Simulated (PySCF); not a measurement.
Adding and removing an electron: InP

TPSS; basis In def2-TZVPPD with ECP28, P def2-TZVPPD; scalar-relativistic core potentials; PySCF 2.14. Neutral (UKS): triplet (π ↑↑), Re = 2.672 Å, ωe = 246 cm⁻¹, De = 2.09 eV, HOMO -4.54 eV, LUMO -3.78 eV.

InP⁺ (UKS): quartet (σ ↑, π ↑↑), Re = 2.882 Å, ωe = 125 cm⁻¹, De = 0.46 eV to In⁺ + P. The energies at the minima are -531.39500 hartree for InP and -531.13140 for InP⁺.

(1) Work out the adiabatic ionisation energy, without and with harmonic zero-point energies (1 hartree = 27.2114 eV, 1 eV = 8065.5 cm⁻¹), and the change of the bond length.

Weak bonds: InP⁺. Basis-set superposition, not corrected here, can be much of De in a small basis, most of all at correlated wavefunction levels. Spin–orbit coupling is left out, which matters for elements this heavy, above all for dissociation energies. For an ion De counts to the pair picked by the measured ionisation energies or electron affinities, which need not be the lowest pair at this level. States were picked by a PBE0 search and need not be the measured ground states.

Results:

(1) At TPSS: 0.26360 hartree = 7.173 eV between the minima; the zero-point term (125.0 − 246.0)/2 cm⁻¹ = -0.008 eV makes it 7.165 eV. Re changes by +21.0 pm against the neutral. The electron leaves a σ orbital, and the longer bond of the ion fits a bonding orbital, or a change in how ionic the bond is.
